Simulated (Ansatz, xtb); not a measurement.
## Relative energy of two isomers of HPSTe

Structure I: `SP=[Te]`, a singlet. Structure II: `S=P[TeH]`, a singlet. Both are isolated molecules in the gas phase, relaxed with B3LYP-D4/def2-TZVP, each in the lowest conformer that the search found.

I (Å):

```xyz
4

P    -1.6214    0.3456    3.1700
S    -1.6397   -0.3234    1.1735
Te    0.2973    1.5850    3.4107
H    -2.8060   -0.9924    1.2828
```

II (Å):

```yaml
atoms:
  - { symbol: P, position_ang: [-0.4922, 0.2355, 2.8508] }
  - { symbol: S, position_ang: [0.8662, -0.6377, 1.8010] }
  - { symbol: Te, position_ang: [-2.6368, 0.1359, 1.5779] }
  - { symbol: H, position_ang: [-3.4421, 0.9501, 2.7881] }
```

Energies in hartree; the thermal terms are from B3LYP-D4/def2-TZVP harmonic frequencies (ideal gas, rigid rotor, one conformer each, 298.15 K, 1 atm) and include the zero-point energy:

|  | I | II |
| --- | --- | --- |
| E, CCSD(T)/def2-TZVPP | −1006.703717 | −1006.696899 |
| zero-point energy | 0.011042 | 0.009300 |
| H(298 K) − E | 0.016427 | 0.014900 |
| G(298 K) − E | −0.018936 | −0.020952 |

Work out ΔE, ΔE₀, ΔH and ΔG for I → II in kJ/mol (1 Eh = 2625.50 kJ/mol) and the equilibrium ratio [II]/[I].

1. ΔE = −1006.696899 − (−1006.703717) = +0.006818 Eh = +17.90 kJ/mol.
2. ΔE₀ = ΔE + ΔZPE = +0.006818 + (−0.001742) Eh = +13.33 kJ/mol.
3. ΔH = ΔE + (−0.001527) Eh = +13.89 kJ/mol.
4. ΔG = ΔE + (−0.002016) Eh = +12.61 kJ/mol, so ΔS = (ΔH − ΔG)/T = +4.3 J/(mol K).
5. kT = 0.9442 mEh, so K = [II]/[I] = exp(−ΔG/kT) = exp(−5.09) ≈ 0.0062.

Structure I is favoured at this temperature. An error of 4 kJ/mol in ΔG would change K by a factor of 5. GFN2-xTB gave ΔE the other sign. Mirror images and further conformers aren't counted.

As drawn, II has 1 P=S, 1 P–Te, 1 Te–H in place of 1 P–S, 1 P=Te, 1 S–H.

Other levels gave ΔE = −27.9 (GFN2-xTB); +38.4 (HF/STO-3G, GFN2-xTB geometries); +12.0 (r2SCAN-D4/def2-SVP, GFN2-xTB geometries); +11.7 (B3LYP-D4/def2-TZVP); +13.3 (HF/def2-TZVPP); +25.1 (MP2/def2-TZVPP) kJ/mol. The correlated steps freeze 14 core orbitals; the filled d shell of Te is correlated, in a basis made for valence electrons. Atoms past krypton carry core potentials in the def2 sets, without spin–orbit terms. Programs: Ansatz 0.2.0, xtb 6.7.1.
